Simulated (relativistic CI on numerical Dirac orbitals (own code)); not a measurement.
**Slater and spin-orbit integrals, Ge III**

Method of calculation: Dirac-Coulomb-Breit CI, orbitals from a KLI potential per configuration, model QED, valence Slater integrals scaled by 0.85, P86 correlation energy added to each configuration (own radial code, finite nucleus).

Slater integrals F^k, G^k are unscaled and averaged over j, outside the closed core [Ar] 3d10; ζ comes from projecting the Hamiltonian with its Breit term on Σ l·s of the shell.

- 4s 4p: G^1(4s,4p) = 60358, ζ(4p) = 1436.3 cm⁻¹; <r>(4s) = 1.946, <r^2>(4s) = 4.313, <r>(4p) = 2.343, <r^2>(4p) = 6.281 (bohr units).
- 4p2: F^2(4p,4p) = 44715, ζ(4p) = 1445.4 cm⁻¹; <r>(4p) = 2.333, <r^2>(4p) = 6.23 (bohr units).
- 4s 4d: G^2(4s,4d) = 18003, ζ(4d) = 58.101 cm⁻¹; <r>(4s) = 1.909, <r^2>(4s) = 4.156, <r>(4d) = 3.653, <r^2>(4d) = 15.25 (bohr units).

In this model ζ of a weakly bound d, f or g electron outside closed shells comes out too small, for d by up to a factor of two or three and at times with the wrong sign; that of an outer p electron is too small as well.

For a near-neutral ion this model can misplace configurations by up to about 10,000 cm⁻¹ (more where the count of f electrons changes) and terms by 10 to 25 % of their spread. Rates follow the energies as ν³ (E1, M1) or ν⁵ (E2), so they and the lifetimes can be off by large factors. The fine structure of a lone outer electron comes out too small, for d and f at times inverted, and misplaced configurations move strength between like terms. 34 of the 44 excited levels that our extract of the measured tables holds in this range could be paired (the sources list more); they are missed by 3290 cm⁻¹ on average and 6193 at most, and levels without a partner can miss by more.

Averages of the first 10 configurations, taken without configuration mixing, which lowers the lowest level and can move excited configurations by several eV; other configurations of the list can lie among them:

```
Configuration  Parity  States  Average energy above the lowest level (eV)
          4s2    even       1                                         0.7
        4s 4p     odd      12                                         8.5
          4p2    even      15                                        18.7
        4s 4d    even      20                                        19.9
        4s 4f     odd      28                                        26.1
          4d2    even      45                                        41.7
        4s 5s    even       4                                        19.4
        4s 5p     odd      12                                        22.2
        4p 4d     odd      60                                        29.6
        4s 6s    even       4                                        25.8
```
